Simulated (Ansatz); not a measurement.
Cost and result up the ladder for `CCCCCCCCCC[SeH]` (33 atoms). Charge 0, multiplicity 1. Geometry: PBE-D4/def2-SVP.

| atom | x (Å) | y (Å) | z (Å) |
| --- | --- | --- | --- |
| C1 | 2.9928 | 0.5698 | -4.3301 |
| C2 | 2.4915 | 0.2243 | -2.9270 |
| C3 | 1.6756 | -1.0733 | -2.8795 |
| C4 | 1.2030 | -1.4919 | -1.4809 |
| C5 | 0.2037 | -0.5342 | -0.8225 |
| C6 | -0.3138 | -1.0257 | 0.5320 |
| C7 | -1.3014 | -0.0676 | 1.2033 |
| C8 | -1.8117 | -0.5689 | 2.5570 |
| C9 | -2.8604 | 0.3323 | 3.2247 |
| C10 | -2.4283 | 1.7782 | 3.4686 |
| Se11 | -0.7790 | 1.8430 | 4.5817 |
| H12 | 2.1481 | 0.6980 | -5.0395 |
| H13 | 3.6419 | -0.2343 | -4.7367 |
| H14 | 3.5808 | 1.5100 | -4.3389 |
| H15 | 1.8807 | 1.0675 | -2.5371 |
| H16 | 3.3559 | 0.1342 | -2.2310 |
| H17 | 0.7918 | -0.9732 | -3.5510 |
| H18 | 2.2880 | -1.8945 | -3.3142 |
| H19 | 2.0875 | -1.6116 | -0.8142 |
| H20 | 0.7394 | -2.5014 | -1.5445 |
| H21 | -0.6582 | -0.3747 | -1.5106 |
| H22 | 0.6683 | 0.4678 | -0.6884 |
| H23 | -0.7938 | -2.0228 | 0.4033 |
| H24 | 0.5490 | -1.1966 | 1.2152 |
| H25 | -0.8065 | 0.9203 | 1.3348 |
| H26 | -2.1663 | 0.1096 | 0.5232 |
| H27 | -0.9442 | -0.7019 | 3.2429 |
| H28 | -2.2482 | -1.5844 | 2.4335 |
| H29 | -3.7741 | 0.3647 | 2.5884 |
| H30 | -3.1736 | -0.1229 | 4.1892 |
| H31 | -2.2168 | 2.3035 | 2.5163 |
| H32 | -3.2191 | 2.3346 | 4.0070 |
| H33 | -0.8025 | 3.3220 | 4.7250 |

Ansatz on 4 threads of Arm Neoverse V1 on a shared host. Times are rough, and most runs start from the orbitals of an earlier one. PBE0-D4/def2-TZVP serves as the yardstick here, not as an exact answer. Differences are given only for rows in sets of like size (and for xTB, whose basis is part of the method), since another set adds its own error. Binding counts from free atoms at the same level (C triplet, Se triplet, H doublet; other spins of the atoms weren't run), without zero-point energy or a counterpoise term.

The 6-31G sets use Cartesian d functions. B3LYP takes the VWN-RPA correlation. Correlated methods freeze 19 core orbitals; core or outer-core shells of Se are correlated, in sets that lack core-valence functions. The rows differ in basis, and correlated rows in double-zeta sets carry the largest basis error.

Correlated methods converge slowly with the basis, most of all in double-zeta sets.

| level | functions | wall time |
| --- | --- | --- |
| HF/6-31G | 163 | 2.5 s |
| B3LYP-D4/6-31G | 163 | 4.9 s |
| PBE-D4/def2-SVP | 282 | 5.5 s |
| LDA (SPW92)/def2-TZVP (with forces) | 490 | 9 s |
| MP2/def2-SVP | 282 | 12 s |
| PBE0-D4/def2-SVP | 282 | 12 s |
| PBE-D4/def2-TZVP (with forces) | 490 | 13 s |
| r2SCAN-D4/def2-TZVP | 490 | 20 s |
| PBE0-D4/def2-TZVP | 490 | 28 s |
| r2SCANh-D4/def2-TZVP | 490 | 35 s |

**Question.** Estimate what each level gives for the binding energy per atom (eV).

**Answer.** 
```tsv
level	binding energy per atom (eV)	difference from PBE0-D4/def2-TZVP (eV)
HF/6-31G	2.95	–
B3LYP-D4/6-31G	4.03	–
PBE-D4/def2-SVP	4.19	–
LDA (SPW92)/def2-TZVP (with forces)	4.62	0.52
MP2/def2-SVP	3.95	–
PBE0-D4/def2-SVP	4.15	–
PBE-D4/def2-TZVP (with forces)	4.15	0.04
r2SCAN-D4/def2-TZVP	4.08	-0.02
PBE0-D4/def2-TZVP	4.11	0.00
r2SCANh-D4/def2-TZVP	4.07	-0.04
```
